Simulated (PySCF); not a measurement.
Potential energy curve for BCl, singlet.

- RKS-BLYP = restricted BLYP/cc-pVDZ in PySCF
- UKS-BLYP = PySCF with unrestricted BLYP/cc-pVDZ
- UHF/cc-pVDZ (PySCF)

Magnitude of the dipole moment (D; its direction can reverse along the curve, and a method can change to another solution) and Mulliken charge of the fragment that holds B1:

| R / Å | μ RKS-BLYP | q RKS-BLYP | μ UKS-BLYP | q UKS-BLYP | μ UHF | q UHF |
|---|---|---|---|---|---|---|
| 1.29 | 4.07 | -0.56 | 4.07 | -0.56 | 4.05 | -0.47 |
| 1.36 | 3.76 | -0.47 | 3.76 | -0.47 | 3.68 | -0.38 |
| 1.46 | 3.27 | -0.36 | 3.27 | -0.36 | 3.04 | -0.24 |
| 1.54 | 2.82 | -0.27 | 2.82 | -0.27 | 2.45 | -0.14 |
| 1.63 | 2.28 | -0.18 | 2.28 | -0.18 | 1.77 | -0.04 |
| 1.68 | 1.97 | -0.13 | 1.97 | -0.13 | 1.40 | 0.01 |
| 1.72 | 1.72 | -0.09 | 1.72 | -0.09 | 1.10 | 0.05 |
| 1.79 | 1.27 | -0.03 | 1.27 | -0.03 | 0.56 | 0.12 |
| 1.82 | 1.08 | -0.01 | 1.08 | -0.01 | 0.34 | 0.14 |
| 1.88 | 0.69 | 0.03 | 0.69 | 0.03 | 0.12 | 0.19 |
| 2.02 | 0.18 | 0.12 | 0.18 | 0.12 | 1.19 | 0.29 |
| 2.12 | 0.77 | 0.17 | 0.77 | 0.17 | 1.95 | 0.34 |
| 2.34 | 1.94 | 0.24 | 1.94 | 0.24 | 3.58 | 0.43 |
| 2.56 | 2.93 | 0.28 | 2.93 | 0.28 | — | — |
| 2.86 | 4.02 | 0.31 | 4.02 | 0.31 | 3.50 | 0.27 |
| 3.12 | 4.76 | 0.33 | 4.77 | 0.33 | 2.01 | 0.13 |
| 3.45 | 5.52 | 0.34 | 5.34 | 0.32 | 0.95 | 0.05 |
| 3.77 | 6.12 | 0.34 | 5.68 | 0.32 | 0.47 | 0.02 |
| 4.17 | 6.76 | 0.34 | 6.00 | 0.30 | 0.21 | 0.01 |
| 4.68 | 7.48 | 0.34 | 6.32 | 0.28 | 0.09 | 0.00 |
| 5.20 | 8.15 | 0.33 | 6.68 | 0.27 | 0.04 | 0.00 |
| 6.08 | 9.20 | 0.32 | 7.45 | 0.26 | 0.02 | 0.00 |
| 6.91 | — | — | 8.16 | 0.25 | 0.01 | 0.00 |

Dashes: no converged value, or the column stops at the first point that the program doubted or that broke a chosen test of continuity, which isn't proof of a fault.

The restricted form behind RKS-BLYP keeps the bonding electrons paired and can't separate into open-shell fragments. The unrestricted determinant behind UKS-BLYP is spin-contaminated at 3.45 to 6.91 Å (<S²> up to 0.8, against 0.00 for a pure singlet). At the longest distance UKS-BLYP leaves fractional charges on the fragments, a sign of delocalisation error or of the restricted form. The unrestricted determinant behind UHF is spin-contaminated at 1.46 to 6.91 Å (<S²> up to 1.0, against 0.00 for a pure singlet).
